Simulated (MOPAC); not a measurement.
MOPAC input (PM7):

```
PM7 FORCE THERMO(298,298) PRECISE LET UHF MS=0.5 GEO-OK AUX(PRECISION=9) THREADS=1
Br2ClSi

Cl   -0.56917698 1    2.29599005 1    0.05166218 1
Si   -0.09582906 1    0.38659822 1    0.03164458 1
Br    1.93690102 1   -0.19468118 1    0.02082710 1
Br   -1.62167750 1   -1.07686956 1    0.02130390 1
```

Output:

```
 *******************************************************************************
 **                                                                           **
 **                              MOPAC v23.2.5                                **
 **                                                                           **
 *******************************************************************************
 ** MOPAC's Digital Object Identifier: https://doi.org/10.5281/zenodo.6511958 **
 **                                                                           **
 ** Please cite the open-source release paper for use of this MOPAC version:  **
 ** J. E. Moussa and J. J. P. Stewart (2026)                                  **
 ** MOPAC: An open-source semiempirical molecular orbital program             **
 ** J. Open Source Softw., 11(119), 8025, https://doi.org/10.21105/joss.08025 **
 *******************************************************************************

                              PM7 CALCULATION RESULTS

 *******************************************************************************
 *  PM7        - The PM7 Hamiltonian to be used
 *  GEO-OK     - OVERRIDE INTERATOMIC DISTANCE AND OTHER SAFETY CHECKS
 *  UHF        - UNRESTRICTED HARTREE-FOCK CALCULATION
 *  MS=        - IN MECI, MAGNETIC COMPONENT OF SPIN =  0.5
 *  LET        - OVERRIDE SOME SAFETY CHECKS
 *  PRECISE    - TIGHTER CRITERIA TO BE USED
 *  FORCE      - FORCE CALCULATION SPECIFIED
 *  AUX        - OUTPUT AUXILIARY INFORMATION
 *  THERMO     - THERMODYNAMIC QUANTITIES TO BE CALCULATED
 *******************************************************************************
PM7 FORCE THERMO(298,298) PRECISE LET UHF MS=0.5 GEO-OK AUX(PRECISION=9) THREADS=1
 Br2ClSi

   ATOM   CHEMICAL          X               Y               Z
  NUMBER   SYMBOL      (ANGSTROMS)     (ANGSTROMS)     (ANGSTROMS)

     1      Cl         -0.56917698  *   2.29599005  *   0.05166218  *
     2      Si         -0.09582906  *   0.38659822  *   0.03164458  *
     3      Br          1.93690102  *  -0.19468118  *   0.02082710  *
     4      Br         -1.62167750  *  -1.07686956  *   0.02130390  *

          CARTESIAN COORDINATES

    NO.       ATOM           X           Y           Z

     1        Cl         -0.5692      2.2960      0.0517
     2        Si         -0.0958      0.3866      0.0316
     3        Br          1.9369     -0.1947      0.0208
     4        Br         -1.6217     -1.0769      0.0213

 General Reference for PM7:
 "Optimization of Parameters for Semiempirical Methods VI: More Modifications to the
 NDDO Approximations and Re-optimization of Parameters", J. J. P. Stewart, J. Mol. Mod., 1:32, 19 (2013)
 https://link.springer.com/article/10.1007/s00894-012-1667-x

           Empirical Formula: Cl Si Br2  =     4 atoms

      MOLECULAR POINT GROUP   :   C2v

          UHF CALCULATION, NO. OF ALPHA ELECTRONS =   13
                           NO. OF BETA  ELECTRONS =   12

          HEAT OF FORMATION =     -77.737976 KCALS/MOLE

          CARTESIAN COORDINATE DERIVATIVES

   NUMBER  ATOM         X            Y            Z

     1      Cl     -0.003165     0.000079     0.001828
     2      Si      0.016738     0.005484    -0.005242
     3      Br     -0.008430    -0.004443     0.001706
     4      Br     -0.005147    -0.001124     0.001706

 DIPOLE           X         Y         Z       TOTAL
 POINT-CHG.     0.862     0.000     0.000     0.862
 HYBRID        -0.215    -0.000    -0.000     0.215
 SUM            0.647     0.000    -0.000     0.647

          GRADIENT NORM =   0.02181

          MOLECULAR WEIGHT =  223.35

          ROTATIONAL CONSTANTS IN CM(-1)

          A =    0.06220237   B =    0.03139081   C =    0.02086245

           PRINCIPAL MOMENTS OF INERTIA IN UNITS OF 10**(-40)*GRAM-CM**2

          A =      450.0271   B =      891.7498   C =     1341.7769

          ORIENTATION OF MOLECULE IN FORCE CALCULATION

    NO.       ATOM         X         Y         Z

     1         Cl      -2.4087    0.0000   -0.0001
     2         Si      -0.4414    0.0000   -0.0001
     3         Br       0.6119    1.8331   -0.0001
     4         Br       0.6119   -1.8332    0.0002

    FIRST DERIVATIVES WILL BE USED IN THE CALCULATION OF SECOND DERIVATIVES

    FOR POINT-GROUP C2v  THERE ARE   4 UNIQUE SYMMETRY FUNCTIONS.


(To convert to Hartree/Bohr^2, multiply by (10^(-21) x N x a0^2)/(4.184 x 627.51) =  0.0642)

           FORCE MATRIX IN MILLIDYNES/ANGSTROM

                 Cl  1      Si  2      Br  3      Br  4
 ------------------------------------------------------
    Cl    1   3.607303
    Si    2   3.123869   6.408229
    Br    3   0.340304   2.873267   3.363377
    Br    4   0.340153   2.873193   0.325185   3.363377

          HEAT OF FORMATION =     -77.737976 KCALS/MOLE

          ZERO POINT ENERGY       2.801 KCAL/MOL

           NORMAL COORDINATE ANALYSIS (Total motion = 1 Angstrom)

   Root No.       1         2         3         4         5         6

                 1 A1      1 B2      1 B1      2 A1      2 B2      3 A1

                 110.3     133.4     168.7     334.4     572.0     640.8

           1   -0.2525   -0.0000    0.0000    0.3709    0.0000   -0.3472
           2   -0.0000    0.4804   -0.0000   -0.0000   -0.0017   -0.0000
           3   -0.0000   -0.0000   -0.1835    0.0000    0.0000   -0.0000
           4   -0.2641    0.0000   -0.0000    0.1873   -0.0000    0.5613
           5   -0.0000   -0.1662    0.0001   -0.0000    0.7112    0.0000
           6   -0.0000    0.0000    0.6644    0.0000   -0.0001    0.0000
           7    0.1024   -0.1588    0.0000   -0.1152   -0.0712   -0.0216
           8   -0.2189   -0.0774   -0.0000   -0.1885   -0.1246   -0.0403
           9    0.0000    0.0000   -0.0760    0.0000    0.0000   -0.0000
          10    0.1024    0.1588    0.0000   -0.1152    0.0712   -0.0216
          11    0.2189   -0.0774   -0.0000    0.1885   -0.1246    0.0403
          12   -0.0000    0.0000   -0.0760   -0.0000    0.0000   -0.0000

           MASS-WEIGHTED COORDINATE ANALYSIS (NORMAL COORDINATES)

   Root No.       1         2         3         4         5         6

                 1 A1      1 B2      1 B1      2 A1      2 B2      3 A1

                 110.3     133.4     168.7     334.4     572.0     640.8

           1   -0.4083   -0.0000    0.0000    0.5974    0.0000   -0.5636
           2   -0.0000    0.7660   -0.0000   -0.0000   -0.0024   -0.0000
           3   -0.0000   -0.0001   -0.2868    0.0000    0.0000   -0.0000
           4   -0.3802    0.0000   -0.0000    0.2686   -0.0000    0.8109
           5   -0.0000   -0.2358    0.0001   -0.0000    0.9010    0.0000
           6   -0.0000    0.0000    0.9242    0.0000   -0.0001    0.0000
           7    0.2487   -0.3802    0.0000   -0.2786   -0.1522   -0.0527
           8   -0.5315   -0.1852   -0.0000   -0.4559   -0.2663   -0.0982
           9    0.0001    0.0000   -0.1784    0.0000    0.0000   -0.0000
          10    0.2487    0.3802    0.0000   -0.2786    0.1522   -0.0527
          11    0.5315   -0.1852   -0.0000    0.4559   -0.2663    0.0982
          12   -0.0000    0.0000   -0.1784   -0.0001    0.0000   -0.0000

          DESCRIPTION OF VIBRATIONS

 VIBRATION          1    1A1         ATOM PAIR     ENERGY CONTRIBUTION    RADIAL
 FREQUENCY           110.29         Si2 -- Br3         +40.6% (173.8%)      3.2%
 TRANSITION DIPOLE   0.7315         Si2 -- Br4         +40.6% (173.8%)      3.2%
 TRAVEL (Ang.)       0.1726         Cl1 -- Si2         +18.9% (118.5%)    100.0%
 REDUCED MASS       20.5237
 EFFECTIVE MASS     80.1635
 FORCE CONSTANT      0.1471

 VIBRATION          2    1B2         ATOM PAIR     ENERGY CONTRIBUTION    RADIAL
 FREQUENCY           133.43         Cl1 -- Si2         +54.7% (112.1%)      0.0%
 TRANSITION DIPOLE   0.9347         Si2 -- Br3         +22.6% ( 72.1%)     14.4%
 TRAVEL (Ang.)       0.1704         Si2 -- Br4         +22.6% ( 72.1%)     14.4%
 REDUCED MASS       17.4019
 EFFECTIVE MASS     59.9413
 FORCE CONSTANT      0.1825

 VIBRATION          3    1B1         ATOM PAIR     ENERGY CONTRIBUTION    RADIAL
 FREQUENCY           168.70         Cl1 -- Si2         +35.8% ( 93.6%)      0.0%
 TRANSITION DIPOLE   0.7658         Si2 -- Br3         +32.1% ( 88.6%)      0.0%
 TRAVEL (Ang.)       0.1383         Si2 -- Br4         +32.1% ( 88.6%)      0.0%
 REDUCED MASS       20.8879
 EFFECTIVE MASS     31.1928
 FORCE CONSTANT      0.3502

 VIBRATION          4    2A1         ATOM PAIR     ENERGY CONTRIBUTION    RADIAL
 FREQUENCY           334.41         Si2 -- Br3         +39.9% ( 70.4%)     87.9%
 TRANSITION DIPOLE   0.8533         Si2 -- Br4         +39.9% ( 70.4%)     87.9%
 TRAVEL (Ang.)       0.1068         Cl1 -- Si2         +20.1% ( 49.9%)    100.0%
 REDUCED MASS       17.6849
 EFFECTIVE MASS     58.2239
 FORCE CONSTANT      1.1653

 VIBRATION          5    2B2         ATOM PAIR     ENERGY CONTRIBUTION    RADIAL
 FREQUENCY           572.00         Si2 -- Br4         +35.8% ( 91.2%)     85.4%
 TRANSITION DIPOLE   6.4230         Si2 -- Br3         +35.8% ( 91.2%)     85.4%
 TRAVEL (Ang.)       0.0769         Cl1 -- Si2         +28.4% ( 81.3%)      0.0%
 REDUCED MASS       19.9260
 EFFECTIVE MASS     35.8439
 FORCE CONSTANT      3.8411

 VIBRATION          6    3A1         ATOM PAIR     ENERGY CONTRIBUTION    RADIAL
 FREQUENCY           640.78         Cl1 -- Si2         +50.2% ( 97.7%)    100.0%
 TRANSITION DIPOLE   6.1250         Si2 -- Br3         +24.9% ( 68.8%)     35.2%
 TRAVEL (Ang.)       0.0818         Si2 -- Br4         +24.9% ( 68.8%)     35.2%
 REDUCED MASS       15.7442
 EFFECTIVE MASS     31.3546
 FORCE CONSTANT      3.8088

      SYMMETRY NUMBER FOR POINT-GROUP C2v =  2

          SYSTEM IS A GROUND STATE

 Br2ClSi

          MOLECULE IS NOT LINEAR

          THERE ARE  6 GENUINE VIBRATIONS IN THIS SYSTEM
          THIS THERMODYNAMICS CALCULATION IS LIMITED TO
          MOLECULES WHICH HAVE NO INTERNAL ROTATIONS

                    CALCULATED THERMODYNAMIC PROPERTIES
                                          *
   TEMP. (K)   PARTITION FUNCTION   H.O.F.    ENTHALPY  HEAT CAPACITY ENTROPY
                                   KCAL/MOL   CAL/MOLE    CAL/K/MOL  CAL/K/MOL

 298.00  VIB.     0.1278D+02                  1688.4238     9.3853    10.7286
         ROT.     0.4139D+06                   888.2803     2.9808    28.6821
         INT.     0.5289D+07                  2576.7041    12.3662    39.4107
         TRA.     0.3227D+28                  1480.4672     4.9680    42.1110
         TOT.                      -77.738    4057.1713    17.3342    81.5217

   *: NOTE: HEATS OF FORMATION ARE RELATIVE TO THE
            ELEMENTS IN THEIR STANDARD STATE AT 298K
              (=  Standard Enthalpy of Formation).

            Hvib:  Zero-point energy is not included.
                   frequencies of less than zero cm-1 are not included.
            Hrot = (3/2)RT
            Htra = (3/2)RT + pV = (5/2)RT

            Heat capacity is Cp, not Cv

          For more information, see: HTTP://OpenMOPAC.net/Manual/thermochemistry.html

           FORCE CONSTANT IN CARTESIAN COORDINATES (Millidynes/A)

    ATOM   CHEMICAL       X               Y               Z
   NUMBER   SYMBOL  FORCE CONSTANT  FORCE CONSTANT  FORCE CONSTANT

      1      Cl        3.600362        0.218287        0.049336
      2      Si        4.630203        4.411860        0.402168
      3      Br        0.975482        2.563467        0.042861
      4      Br        0.975486        2.563463        0.042861

 **********************
 *                    *
 * JOB ENDED NORMALLY *
 *                    *
 **********************

 == MOPAC DONE ==
```
